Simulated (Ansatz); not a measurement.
Basis sets compared for the cluster Na7S3⁺. Charge 1, multiplicity 1. Geometry r2SCAN-D4/def2-SVP. Ansatz on 4 threads of Arm Neoverse N1 on a shared host; times are rough, and most runs start from earlier orbitals.

Cartesian coordinates in Å:
```
Na -0.747 -1.845 1.957
Na -0.368 -2.505 -0.985
Na -1.095 -6.522 1.396
Na -0.558 2.450 1.126
Na 1.551 5.925 -1.355
Na -0.710 1.762 -1.944
Na 2.037 1.283 -0.331
S -0.656 -4.162 0.915
S 0.826 3.601 -0.814
S -0.280 0.013 0.034
```

Another isomer (singlet) lies 0.45 eV lower at PBE0-D4/def2-TZVP; other spin states weren't run for this one.

| level | functions | energy (Eh) | HOMO (eV) | LUMO (eV) | wall time |
| --- | --- | --- | --- | --- | --- |
| PBE-D4/def2-SVP | 159 | -2328.7678 | -5.32 | -4.30 | 6.5 s |
| PBE0-D4/def2-SVP | 159 | -2328.9792 | -6.19 | -3.70 | 9.5 s |

(1) Estimate the rows for PBE-D4/def2-TZVP (with forces), PBE0-D4/def2-TZVP.

Answers

(1) 
| level | functions | energy (Eh) | HOMO (eV) | LUMO (eV) | wall time |
| --- | --- | --- | --- | --- | --- |
| PBE-D4/def2-TZVP (with forces) | 335 | -2329.5784 | -5.45 | -4.35 | 17 s |
| PBE0-D4/def2-TZVP | 335 | -2329.7791 | -6.33 | -3.74 | 34 s |
